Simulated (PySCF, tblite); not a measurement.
Isomers of C3H11ClO2Si2, one GFN2-xTB conformer each. Single-point energies are computed at PBE0/pcSseg-1 (PySCF, gas phase, no added dispersion term), electronic only.

```csv
SMILES,GFN2-xTB relative energy (kJ/mol)
CCO[C@@H](O[SiH3])[SiH2]Cl,326.0
CC(C)O[SiH2]O[SiH2]Cl,0.0
```

Conformers: `[CH3:1][CH2:2][O:3][C@@H:4]([O:5][SiH3:6])[SiH2:7][Cl:8]` with C1–C2–O3–C4 173°, C2–O3–C4–O5 66°, O3–C4–O5–Si6 -121°, O3–C4–Si7–Cl8 177°; `[CH3:1][CH:2]([CH3:3])[O:4][SiH2:5][O:6][SiH2:7][Cl:8]` with C1–C2–O4–Si5 168°, C2–O4–Si5–O6 51°, O4–Si5–O6–Si7 14°, Si5–O6–Si7–Cl8 -44°.

Problem. What does PBE0/pcSseg-1 give for the same structures?

Solution. 
```
                    SMILES  PBE0/pcSseg-1 E (Eh)  PBE0/pcSseg-1 (kJ/mol)  GFN2-xTB (kJ/mol)  point group
     CC(C)O[SiH2]O[SiH2]Cl           -1309.96712                     0.0                0.0           C1
CCO[C@@H](O[SiH3])[SiH2]Cl           -1309.84850                   311.4              326.0           C1
```

Both levels put the same isomer lowest. As drawn, the higher has an Si–C bond, which the lower lacks.

Problem. Which frontier levels, dipoles and rotational constants go with these structures?

Solution. 
| SMILES | HOMO (eV, PBE0/pcSseg-1) | LUMO (eV) | dipole (D) | A, B, C (MHz) |
| --- | --- | --- | --- | --- |
| CC(C)O[SiH2]O[SiH2]Cl | -8.19 | 0.63 | 0.34 | 1571, 772.6, 584.1 |
| CCO[C@@H](O[SiH3])[SiH2]Cl | -7.77 | 0.25 | 2.18 | 1457, 712.5, 498.8 |

Problem. What happens when harmonic zero-point energies from GFN2-xTB frequencies are added?

Solution. 
| SMILES | ZPE (kJ/mol) | electronic (kJ/mol) | with ZPE (kJ/mol) |
| --- | --- | --- | --- |
| CC(C)O[SiH2]O[SiH2]Cl | 358.3 | 0.0 | 0.0 |
| CCO[C@@H](O[SiH3])[SiH2]Cl | 346.9 | 311.4 | 300.0 |

The zero-point energies span 11.4 kJ/mol. The order is unchanged.
